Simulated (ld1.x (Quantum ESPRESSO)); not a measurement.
Which change was made? (Ar, ultrasoft)

* Element: argon (Ar)
* Generator: ld1.x (Quantum ESPRESSO) 7.5
* Type: ultrasoft
* Functional: PBE
* Relativity: scalar-relativistic
* Frozen core: [Ne]
* Valence charge: 8
* Reference configuration: 3s2 3p4 (charge +2)
* Partial waves: 3s (bound): rcut 1.00, rcutus 1.20 bohr; 3s channel at -0.65 Ry: rcut 1.00, rcutus 1.20 bohr; 3p (bound): rcut 0.90, rcutus 1.05 bohr; 3p channel at -1.9 Ry: rcut 0.90, rcutus 1.05 bohr; 3d channel at 0.45 Ry: rcut 0.90, rcutus 1.20 bohr; 3d channel at 2.9 Ry: rcut 0.90, rcutus 1.20 bohr
* Local potential: all-electron potential smoothed inside 0.85 bohr (lloc = -1)
* Core correction: none
* Augmentation charge: PSQ, inside the norm-conserving radii

Cutoffs, loose and tight: the cutoffs (Ry, on a coarse ladder) from which the occupation-weighted sum of valence levels, in a spherical-Bessel basis at the reference potential, stays within 10 and 1 mRy of its value at 400 Ry. They do not see the model core or the augmentation charge, which bear on the density cutoff. Test errors are all-electron minus pseudo excitation energies from the reference, over the configurations 3s2 3p6; 3s2 3p5; 3s2 3p3; 3s2 3p5.5; 3s2 3p2; 3s1 3p6; variants that change the core or the reference have their own tests. The largest error is taken over the tests solved by every variant that gives reliable tests at all, those not shown here included: 3s2 3p5; 3s2 3p5.5; 3s2 3p6.

The base gives: outcome: generated; cutoff, loose: 35 Ry; cutoff, tight: 80 Ry; bound ghosts: none; largest test error (meV): +4.7.

Problem. After one change the result is: outcome: generated, overlap not positive; bound ghosts: not determined (overlap not positive); largest test error (meV): +4.7. Which change was it?
A. all radii scaled by about 1.41 (s 1.70, p 1.48, d 1.70 bohr, rcut 1.42/1.28/1.28); local potential all-electron potential smoothed inside 1.20 bohr (lloc = -1)
B. reference 3s2 3p6; removed wave 3d channel at 2.9 Ry: rcut 0.90, rcutus 1.20 bohr
C. waves 3d channel at 0.45 Ry: rcut 0.90, rcutus 1.78 bohr; 3d channel at 2.9 Ry: rcut 0.90, rcutus 1.78 bohr
D. type PAW; local potential all-electron potential smoothed inside 1.15 bohr (lloc = -1); core correction a·sin(br)/r model core, default radius (ld1.x builds one for every PAW set, though the input has nlcc=.false.)

Solution. C. The others give: all radii scaled by about 1.41 (s 1.70, p 1.48, d 1.70 bohr, rcut 1.42/1.28/1.28); local potential all-electron potential smoothed inside 1.20 bohr (lloc = -1) → outcome: generated; cutoff, loose: 30 Ry; cutoff, tight: 40 Ry; bound ghosts: none; largest test error (meV): +40 | type PAW; local potential all-electron potential smoothed inside 1.15 bohr (lloc = -1); core correction a·sin(br)/r model core, default radius (ld1.x builds one for every PAW set, though the input has nlcc=.false.) → outcome: generated; cutoff, loose: 35 Ry; cutoff, tight: 80 Ry; bound ghosts: none; largest test error (meV): -1.4 | reference 3s2 3p6; removed wave 3d channel at 2.9 Ry: rcut 0.90, rcutus 1.20 bohr → outcome: generated; cutoff, loose: 35 Ry; cutoff, tight: 80 Ry; bound ghosts: none; largest test error (meV): -6.2. A file whose overlap is not positive is unfit for use, and its test errors describe a broken file.
